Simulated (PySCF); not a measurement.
Adding and removing an electron: WH

PBE0; H def2-TZVPPD, W def2-TZVPPD with ECP60; scalar-relativistic core potentials (PySCF 2.14). Neutral (UKS): sextet (σ ↑, π ↑↑, δ ↑↑), Re = 1.712 Å, ωe = 1925 cm⁻¹, HOMO -5.68 eV, LUMO -1.72 eV.

WH⁺ (UKS): quintet (σ ↑, π ↑, δ ↑↑), Re = 1.694 Å, ωe = 2020 cm⁻¹. The energies at the minima are -67.53824 hartree for WH and -67.23198 for WH⁺.

Task: Work out the adiabatic ionisation energy, without and with harmonic zero-point energies (1 hartree = 27.2114 eV, 1 eV = 8065.5 cm⁻¹), and the change of the bond length.

Result: At PBE0: 0.30626 hartree = 8.334 eV between the minima; the zero-point term (2020.0 − 1925.0)/2 cm⁻¹ = +0.006 eV makes it 8.340 eV. Re changes by -1.8 pm against the neutral. The electron leaves a π orbital, which is non-bonding in a hydride.

De is left out where the level can put another filling of the metal’s s and d shells below the measured ground configuration, by anything from nothing to about 1 eV. Spin–orbit coupling is left out, which matters for elements this heavy, above all for dissociation energies. With d or f electrons several states lie close, and the lowest PBE0 determinant need not be the measured ground state.
